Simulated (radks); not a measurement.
Results of a calculation; reference values are marked as such.
Effect of the nuclear size on the thulium ion Tm2+, [Xe] 4f13. Level of theory: Dirac Kohn-Sham, BLYP, spin-unpolarised, spherical densities, finite nucleus; open shells fill j = l - 1/2 first; Fermi nuclear charge, rms radius 5.2256 fm (a radial shooting solver on a logarithmic mesh with Libxc functionals). The rms radius is varied about that value; shifts are against it.

rms radius (fm)	total energy shift (eV)	density at nucleus (e/bohr^3)	1s1/2 shift (meV)	2s1/2 shift (meV)	4p1/2 shift (meV)	5s1/2 shift (meV)	4f7/2 shift (meV)	6s1/2 (empty) shift (meV)
4.5672	-8.29	9.89e+05	-3390	-457	-0.072	-3.78	0.318	-0.487
4.865	-4.64	9.705e+05	-1900	-256	-0.041	-2.11	0.178	-0.273
5.2256	0	9.5e+05	0.000	0.000	0.000	0.000	0.000	0.000
5.5548	4.44	9.328e+05	1810	245	0.040	2.02	-0.170	0.261
5.8004	7.87	9.208e+05	3220	434	0.071	3.59	-0.302	0.463

Slopes of the eigenvalues against <r^2> in GHz/fm^2, as finite differences over the two radii next to the reference (eigenvalue slopes, not the field-shift constants of lines): 1s1/2 125000, 2s1/2 16800, 4p1/2 2.71, 5s1/2 139, 4f7/2 -11.7, 6s1/2 (empty) 17.9.
